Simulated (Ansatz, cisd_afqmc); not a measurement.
System: N, charge 1, triplet.

Total energies in aug-cc-pVQZ, 4 correlated electrons, 1 frozen orbitals. Open shells are spin-unrestricted; no spin-orbit coupling. Cores are frozen in correlated methods. No relativity. AFQMC is phaseless with a CISD trial state; ± is one standard error, without the phaseless bias. Outlying blocks are dropped, and bars are widened where a walk drifts. Over all cases where full CI ran beside it in this data, AFQMC minus full CI had a median of +0.1 mEh and passed +0.4 mEh in a tenth of the cases. Full CI freezes restricted core orbitals and the other rows unrestricted ones, which leaves a small offset even where coupled cluster is exact.

```json
[
 {"method": "HF", "program": "Ansatz", "energy (Eh)": "-53.89323", "error against FCI (mEh)": "99.58"},
 {"method": "MP2", "program": "Ansatz", "energy (Eh)": "-53.97120", "error against FCI (mEh)": "21.61"},
 {"method": "CCSD", "program": "Ansatz", "energy (Eh)": "-53.99080", "error against FCI (mEh)": "2.00"},
 {"method": "CCSD(T)", "program": "Ansatz", "energy (Eh)": "-53.99264", "error against FCI (mEh)": "0.17"},
 {"method": "CCSDT(Q)", "program": "Ansatz", "energy (Eh)": "-53.99298", "error against FCI (mEh)": "-0.17"},
 {"method": "AFQMC/CISD", "program": "cisd_afqmc", "energy (Eh)": "-53.9928 ± 0.0002", "error against FCI (mEh)": "0.0 ± 0.2"},
 {"method": "FCI", "program": "Ansatz", "energy (Eh)": "-53.99281", "error against FCI (mEh)": "0.00"}
]
```

Ansatz is a program for electronic structure.
